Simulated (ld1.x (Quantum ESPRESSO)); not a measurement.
**What the settings do to the TM potential of Ag**

Base potential:

```
Element                 : silver (Ag)
Generator               : ld1.x (Quantum ESPRESSO) 7.5
Type                    : norm-conserving Troullier–Martins (Kleinman–Bylander form)
Functional              : PBE
Relativity              : fully relativistic
Frozen core             : [Ar] 3d10
Valence charge          : 19
Reference configuration : 4s2 4p6 4d10 5s0 5p0 (charge +1)
Partial waves           : 4p (bound): rc 1.70 bohr; 4d (bound): rc 1.50 bohr; 4s (bound): rc 1.25 bohr
Local potential         : the s channel
Core correction         : Bessel-smoothed model core inside 0.85 bohr
```

Open shells are filled in proportion to 2j + 1 (rel_dist='average').

All-electron outer shells of the reference configuration (PBE, scalar-relativistic, ld1.x):

```
shell  level (eV)  outermost node (bohr)  outermost maximum (bohr)
   3d     -366.59                      –                      0.27
   4s     -103.28                   0.44                      0.82
   4p      -66.82                   0.44                      0.88
   4d      -15.64                   0.43                      1.04
   5s      -11.29                   1.11                      2.37
   5p       -6.30                   1.24                      3.08
```

Cutoffs, loose and tight: the cutoffs (Ry, on a coarse ladder) from which the occupation-weighted sum of valence levels, in a spherical-Bessel basis at the reference potential, stays within 10 and 1 mRy of its value at 400 Ry. They do not see the model core or the augmentation charge, which bear on the density cutoff. Test errors are all-electron minus pseudo excitation energies from the reference, over the configurations 4s2 4p6 4d10 5s1 5p0; 4s2 4p6 4d9 5s0 5p0; 4s2 4p6 4d8 5s0 5p0; 4s2 4p6 4d9 5s2 5p0; 4s1 4p6 4d10 5s1 5p0; 4s2 4p6 4d10 5s0 5p1; 4s2 4p6 4d9 5s1 5p0. A dash means not determined; rows that change the core or the reference have their own tests.

```tsv
change	outcome	cutoff, loose	cutoff, tight	bound ghosts	largest test error (meV)
base	generated	100 Ry	160 Ry	none	+1199
core correction none	generated	100 Ry	160 Ry	none	+1208
core correction Bessel-smoothed model core inside 0.52 bohr	generated	100 Ry	160 Ry	none	+1198
core correction Bessel-smoothed model core inside 0.62 bohr	generated	100 Ry	160 Ry	none	+1198
core correction Bessel-smoothed model core inside 0.78 bohr	generated	100 Ry	160 Ry	none	+1199
core correction Bessel-smoothed model core inside 0.92 bohr	generated	100 Ry	160 Ry	none	+1200
core correction Bessel-smoothed model core inside 1.10 bohr	generated	100 Ry	160 Ry	none	+1201
core correction Bessel-smoothed model core inside 1.20 bohr	generated	100 Ry	160 Ry	none	+1204
core correction Bessel-smoothed model core inside 1.34 bohr	generated	100 Ry	160 Ry	none	+1207
core correction Bessel-smoothed model core inside 1.50 bohr	generated	100 Ry	160 Ry	none	+1208
```
